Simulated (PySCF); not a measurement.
Excitation energy of Cd by level of theory

Cd [Kr] 4d10 5s2 (1S) → Cd [Kr] 4d10 5s1 5p1 (3P), as a difference of total energies. Calculation: PySCF 2.14, in aug-cc-pVDZ-PP with ECP28MDF; scalar relativity through the core potential. Correlated levels: valence: 4s2 4p6 frozen. The calculations carry no spin-orbit coupling.

```
           method  excitation energy (eV)
              UHF                   2.508
              LDA                   4.298
              PBE                   4.038
             PBE0                   3.735
           r2SCAN                   3.757
             MN15                   4.164
           revPBE                   3.941
            HSE06                   3.767
           M06-2X                   3.807
    MP2 (valence)                   3.814
SCS-MP2 (valence)                   3.872
```

Errors of the correlated levels include the incompleteness of this basis and the frozen core.

Task: Which method comes closest to the reference value, and which is furthest?

Result: The reference is 3.874 eV (measured; NIST levels, between the centres of gravity of the two terms). Closest: SCS-MP2 (valence) (error -0.002 eV); furthest: UHF (error -1.366 eV).
